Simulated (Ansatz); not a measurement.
Reactions of CH8Si2Te, SMILES `C[SiH2][SiH2][TeH]`.

Calculated with Ansatz (gas phase, PBE0-D4/def2-TZVP geometries, no zero-point term in ΔE). CCSD(T)/CBS adds triple-zeta CCSD(T) − MP2 to the extrapolated MP2 energy (def2 sets, frozen cores). This one scheme is used for every species. DFT in def2-TZVPP. Triplets are unrestricted, without spin–orbit coupling. Elements past krypton have def2 core potentials. For Br, Ga, Sn, Te outer-core shells are correlated without core-valence functions, which leaves a few kJ/mol of doubt a bond. Scalar relativity is left out up to krypton. One conformer a species, not always the lowest.

| reaction | r2SCAN-D4 (kJ/mol) | CCSD/CBS(def2) (kJ/mol) | CCSD(T)/CBS(def2) (kJ/mol) |
| --- | --- | --- | --- |
| `C[SiH2][SiH2][TeH]` + `C#CSS` → `C#CSS[SiH2]C` + `[SiH3][TeH]` | -53 | -55 | -55 |
| `C[SiH2][SiH2][TeH]` + `SS` → `C[SiH2]SS` + `[SiH3][TeH]` | -53 | -55 | -54 |
| `C[SiH2][SiH2][TeH]` + `C=N` → `C=N[SiH2][TeH]` + `C[SiH3]` | -37 | -38 | -37 |
| `C[SiH2][SiH2][TeH]` + H₂ → `[SiH3][TeH]` + `C[SiH3]` | -5 | -15 | -8 |
| `C[SiH2][SiH2][TeH]` → `[CH2]` (triplet) + `[SiH3][SiH2][TeH]` | 459 | 468 | 480 |
| `C[SiH2][SiH2][TeH]` + HBr → `C[SiH2][SiH2]Br` + H₂Te | -27 | -27 | -25 |
| `C[SiH2][SiH2][TeH]` + SiH₄ → `[SiH3][SiH2][TeH]` + `C[SiH3]` | 3 | 3 | 4 |
| `C[SiH2][SiH2][TeH]` + `S[SiH2][GaH2]` → `C[SiH2]S[SiH2][GaH2]` + `[SiH3][TeH]` | -61 | -63 | -64 |
| `C[SiH2][SiH2][TeH]` + `[NH2][SnH3]` → `C[SiH2][NH][SnH3]` + `[SiH3][TeH]` | -46 | -58 | -54 |
| `C[SiH2][SiH2][TeH]` + H₂O → `O[SiH2][TeH]` + `C[SiH3]` | -82 | -82 | -78 |

Largest T1 diagnostic: 0.014, for `C#CSS`.
